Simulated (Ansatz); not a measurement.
Program: Ansatz. Geometries: PBE0-D4/def2-TZVP. ΔE: electronic, gas phase. CCSD(T)/CBS is the MP2 limit (def2-TZVPP, def2-QZVPP) plus CCSD(T) − MP2 in def2-TZVPP, frozen cores. DFT in def2-TZVPP. One conformer a species, not always the lowest.

Reaction (substitution at a C–Si bond): `C=C[SiH2]S` + `O[SiH2]F` → `C=CO[SiH2]F` + `[SiH3]S`

CCSD(T)/CBS gives +0.80 eV.

Task: Another level gave +0.65 eV. Which?
A. HF/def2-TZVPP
B. CCSD/def2-TZVPP
C. MP2/def2-TZVPP
D. r2SCAN/def2-TZVPP

Result: A. HF/def2-TZVPP 0.65, CCSD/def2-TZVPP 0.75, MP2/def2-TZVPP 0.83, r2SCAN 0.70 eV.

Largest T1 diagnostic among the species: 0.012.

From PBE to PBE0 (25 % exact exchange), in def2-TZVPP and without D4, ΔE moves by +0.03 eV. In def2-TZVPP, CCSD(T) changes the Hartree–Fock value by +0.10 eV (the triples alone add +0.01 eV) and MP2 by +0.17 eV.
